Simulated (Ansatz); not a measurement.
Scan of the Zn2–Br3 bond length

ZnBrCl (SMILES [Cl][Zn][Br]), closed shell, at its PBE0-D4/def2-TZVP minimum:

| atom | x (Å) | y (Å) | z (Å) |
| --- | --- | --- | --- |
| Cl1 | -1.7440 | 0.8551 | -0.8686 |
| Zn2 | -0.0398 | -0.0033 | -0.0224 |
| Br3 | 1.7730 | -0.9167 | 0.8777 |

The bond length Zn2–Br3 (2.221 Å at the minimum) is set to the values below, with the rest relaxed at PBE0-D4/def2-TZVP at each step. Each method's energies count from its own value at the PBE0-D4 minimum structure. Computed with Ansatz 0.2.0 (basis: def2-TZVPP); correlated methods freeze the cores. Filled d shells of the heavier atoms are correlated. The def2 sets are not built for correlating such inner shells, so the correlated values are less sure here.

CCSD(T) energies along the scan:
```tsv
bond length (Å)	CCSD(T) (kJ/mol)
1.998	49.2
2.043	29.7
2.108	11.4
2.185	1.3
2.269	1.0
2.360	9.7
2.457	26.0
2.558	47.8
2.665	74.0
```
They count from the CCSD(T) energy at the PBE0-D4 minimum.

Minimum and curvature along this coordinate at CCSD(T): A fifth-order fit through the nearest points gives 2.228 Å, with a curvature of about 14 eV/Å².

Largest difference from the CCSD(T) curve over the scan: PBE-D4 4.2; r2SCAN-D4 6.8; wB97M-V 5.7; MP2 11.0 kJ/mol. Each curve counts from its own value at the minimum.

T1 diagnostic: at most 0.013. This choice of frozen cores biases the correlated bond energies of the heavy atoms.

For scale, one of the runs: CCSD(T)/def2-TZVPP, 154 basis functions (an equivalent command: `ansatz run in.yaml --threads 4`). Hardware: 4 CPU threads, shared host. Wall time 23 s; peak host memory 0.87 GiB.
